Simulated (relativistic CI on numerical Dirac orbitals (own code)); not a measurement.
# Calculated levels, Tb15+

Calculated at this level of theory: Dirac-Coulomb-Breit CI, orbitals from a KLI potential per configuration, model QED (radiative potential, 1s self-energy scaled to tabulated hydrogen-like ionisation energies), unscaled Slater integrals (own radial code, finite nucleus).

Configurations in the expansion (outside the closed core [Ar] 3d10): 4s2 4p6 4d10 4f4, 4s2 4p6 4d10 4f3 5s, 4s2 4p6 4d10 4f2 5s2, 4s2 4p6 4d10 4f2 5s 5p, 4s2 4p6 4d10 4f3 5p, 4s2 4p6 4d10 4f2 5p2, 4s2 4p6 4d10 4f2 5s 5d, 4s2 4p6 4d10 4f3 5d, 4s2 4p6 4d10 4f2 5p 5d, 4s2 4p6 4d9 4f5, 4s2 4p6 4d9 4f3 5s2, 4s2 4p6 4d10 4f2 5d2, 4s2 4p6 4d10 4f3 6s, 4s2 4p6 4d10 4f3 5f, 4s2 4p6 4d10 4f3 6p, 4s2 4p6 4d9 4f4 5s, 4s2 4p6 4d10 4f3 5g, 4s2 4p6 4d10 4f3 6d, 4s2 4p6 4d10 4f3 7s, 4s2 4p6 4d10 4f3 6f, 4s2 4p6 4d10 4f3 7p, 4s2 4p5 4d10 4f3 5s2, 4s 4p6 4d10 4f3 5s2. Levels of other configurations are missing.

The lowest level is 4s2 4p6 4d10 4f4 5I_4, with 96 % of that term; Hund's rules for 4s2 4p6 4d10 4f4 give 5I with J = 4, in agreement.

```csv
No.,Configuration,Term,J,E (eV),%,Next component (%)
1,4s2 4p6 4d10 4f4,5I,4,0.0000,96,4 3H
2,4s2 4p6 4d10 4f4,5I,5,0.4402,98,2 3H
3,4s2 4p6 4d10 4f4,5I,6,0.9049,98,1 3K
4,4s2 4p6 4d10 4f4,5I,7,1.3783,97,3 3K
5,4s2 4p6 4d10 4f4,5I,8,1.8513,93,6 3K
6,4s2 4p6 4d10 4f4,5F,1,3.2101,93,7 3D
7,4s2 4p6 4d10 4f4,5F,2,3.3108,88,7 3D
8,4s2 4p6 4d10 4f4,5F,3,3.5699,92,3 3F
9,4s2 4p6 4d10 4f4,5F,4,3.7817,73,12 3G
10,4s2 4p6 4d10 4f4,5S,2,3.7828,89,8 3P
11,4s2 4p6 4d10 4f4,3K,6,3.9449,97,1 1I
12,4s2 4p6 4d10 4f4,5F,5,4.1994,84,11 3G
13,4s2 4p6 4d10 4f4,3K,7,4.2713,74,22 3L
14,4s2 4p6 4d10 4f4,3H,4,4.3552,47,22 5F
15,4s2 4p6 4d10 4f4,5G,2,4.5581,88,10 3F
16,4s2 4p6 4d10 4f4,5G,3,4.6208,60,34 3G
17,4s2 4p6 4d10 4f4,3K,8,4.6664,58,19 3L
18,4s2 4p6 4d10 4f4,3H,5,5.0378,54,20 5G
19,4s2 4p6 4d10 4f4,5G,4,5.2356,72,21 3H
20,4s2 4p6 4d10 4f4,3G,3,5.4051,61,34 5G
21,4s2 4p6 4d10 4f4,3D,2,5.5620,55,16 3P
22,4s2 4p6 4d10 4f4,3L,7,5.5998,77,22 3K
23,4f3(4I°) 5s,5I°,4,5.6589,96,4 3H°
24,4s2 4p6 4d10 4f4,5G,5,5.7501,70,28 3H
25,4s2 4p6 4d10 4f4,3H,6,5.8257,51,46 5G
26,4s2 4p6 4d10 4f4,3L,8,5.8796,51,23 3M
27,4s2 4p6 4d10 4f4,3P,1,5.8827,49,46 3D
28,4s2 4p6 4d10 4f4,3M,8,6.0432,42,33 1L
29,4f3(4I°) 5s,5I°,5,6.0534,94,3 3H°
30,4s2 4p6 4d10 4f4,3L,9,6.0802,69,31 3M
31,4s2 4p6 4d10 4f4,3G,4,6.2094,52,17 3H
32,4s2 4p6 4d10 4f4,5G,6,6.2714,51,45 3H
33,4s2 4p6 4d10 4f4,3D,3,6.3146,82,12 3F
34,4s2 4p6 4d10 4f4,3P,0,6.3196,100,
35,4s2 4p6 4d10 4f4,1D,2,6.3859,42,28 3F
36,4f3(4I°) 5s,5I°,6,6.5607,96,2 3I°
37,4s2 4p6 4d10 4f4,3F,4,6.6865,65,17 3G
38,4s2 4p6 4d10 4f4,3G,5,6.8287,38,31 3I
39,4s2 4p6 4d10 4f4,3P,1,6.9736,51,46 3D
40,4s2 4p6 4d10 4f4,3I,5,6.9997,58,34 3G
41,4s2 4p6 4d10 4f4,3M,9,7.0534,69,31 3L
42,4f3(4I°) 5s,5I°,7,7.1226,98,1 3I°
43,4s2 4p6 4d10 4f4,3M,10,7.1586,98,2 1N
44,4s2 4p6 4d10 4f4,3F,2,7.2053,49,35 3P
45,4s2 4p6 4d10 4f4,3I,6,7.2802,89,7 3H
46,4s2 4p6 4d10 4f4,3F,2,7.3205,77,9 1D
47,4s2 4p6 4d10 4f4,3F,3,7.3318,82,11 3D
48,4s2 4p6 4d10 4f4,3I,7,7.3903,92,7 1K
49,4s2 4p6 4d10 4f4,1L,8,7.4571,53,28 3M
50,4f3(4I°) 5s,5I°,8,7.7115,98,2 3K°
51,4s2 4p6 4d10 4f4,5D,0,7.7366,95,5 3P
52,4s2 4p6 4d10 4f4,5D,1,7.8946,96,3 3P
53,4f3(4I°) 5s,3I°,5,7.9034,89,5 1H°
54,4s2 4p6 4d10 4f4,5D,2,8.1271,94,3 3F
55,4s2 4p6 4d10 4f4,3F,3,8.1917,81,10 5D
56,4s2 4p6 4d10 4f4,1G,4,8.2230,69,15 5D
57,4s2 4p6 4d10 4f4,5D,3,8.4024,82,17 3F
58,4s2 4p6 4d10 4f4,1D,2,8.4515,50,22 3D
59,4s2 4p6 4d10 4f4,5D,4,8.4957,59,27 3F
60,4s2 4p6 4d10 4f4,1I,6,8.6705,62,32 3H
61,4f3(4I°) 5s,3I°,6,8.7871,93,3 5I°
62,4f3(4F°) 5s,5F°,1,8.8753,93,7 3D°
63,4s2 4p6 4d10 4f4,3H,4,8.9718,68,11 3G
64,4f3(4F°) 5s,5F°,2,9.0725,93,5 3D°
65,4s2 4p6 4d10 4f4,1H,5,9.1209,49,46 3H
66,4s2 4p6 4d10 4f4,3F,4,9.1745,86,4 5D
67,4s2 4p6 4d10 4f4,3H,5,9.2438,44,24 3G
68,4s2 4p6 4d10 4f4,1K,7,9.3322,90,7 3I
69,4f3(4F°) 5s,5F°,3,9.3555,95,2 3D°
70,4f3(2H°) 5s,3H°,4,9.4555,46,31 5F°
```

Energies count from the lowest computed level; ° marks odd parity. Percentages are summed over parent terms; the parents shown are those of the largest component, closed shells are left out there.

The mean weight of the leading LS term, summed over parents, in these 70 levels is 75 %, and that of the leading jj configuration (from the same eigenvectors) 58 %, so LS coupling describes them better.

At this charge transitions that keep the count of f electrons are usually good to a few per cent. Terms inside the open d or f shell come out 10 to 20 % too wide with unscaled integrals. Levels and lines within the n = 5 or 6 shells can be off by up to 10 % or somewhat more, and those that change n by about 2 %, since core polarisation is missing. Levels that differ in their count of f electrons can be misplaced by several ten thousand cm⁻¹, since the correlation energy of f electrons is missing or only estimated; rates across such gaps can be off by orders of magnitude.

Landé's interval rule says that E(J) − E(J−1) = AJ with one A. For the ground term the intervals give A = 710.1, 624.6, 545.4, 476.9 cm⁻¹ for J = 5, 6, 7, 8; the multiplet is regular.

LS names give the leading component of a level, which can be under half, so a name can repeat, a term be missing and a line seem to break the LS rules.
